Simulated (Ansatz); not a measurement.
A structure relaxed at r2SCAN-D4/def2-TZVP in Ansatz, charge 1, doublet:

```xyz
4

W    -0.307    0.936    0.567
W     0.294   -0.896   -0.541
F    -0.820   -0.935   -2.017
F     0.833    0.895    1.991
```

(1) Give its formula and point group.

(2) Summarise the bond lengths by kind (pairs closer than 1.2 times the sum of covalent radii, bridged metal pairs left out).

Answers

(1) the cluster W₂F₂⁺. Point group C2h (tolerance 0.1 Å).

(2) 2 × F–W 1.82 to 1.85 Å; 1 × W–W 2.22 Å.

In the def2 sets W takes a core potential; there is no spin–orbit coupling. The charge 1 doublet is spin-contaminated (final ⟨S²⟩ up to 1.52, 0.75 for a pure state). The structure comes from a short search, and lower isomers may exist.
